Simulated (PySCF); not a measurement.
silolane (C4H10Si), SMILES C1[SiH2]CCC1.

Geometry: B3LYP-D3(BJ)/def2-SVP. One conformer was computed; it need not be the lowest.

Two levels are set side by side: TDDFT-PBE/def2-SVPD (PySCF) and TDDFT-ωB97X/def2-SVPD (PySCF). Vertical, same geometry. The lowest singlet is HOMO→LUMO 99 % with PBE and HOMO→LUMO 81 % with the other functional; states are paired by order. Differences are taken from unrounded values.

| quantity | TDDFT-PBE |
|---|---|
| lowest singlet excitation (eV) | 6.72 |
| lowest triplet excitation (TDA) (eV) | 6.55 |

Task: These are the TDDFT-PBE values. What does TDDFT-ωB97X give? (An estimate is asked for; the answer gives what the named calculation found.)

Result: 
```tsv
quantity	TDDFT-ωB97X	TDDFT-PBE minus TDDFT-ωB97X
lowest singlet excitation (eV)	8.02	-1.29
lowest triplet excitation (TDA) (eV)	7.66	-1.12
```

A lower first singlet is the usual sign of a functional without exact exchange. Differences between two approximate levels are no errors against the true value.

Rough cost on one machine, each run with all the roots and properties that it gave: TDDFT-ωB97X against TDDFT-PBE about 10 times.
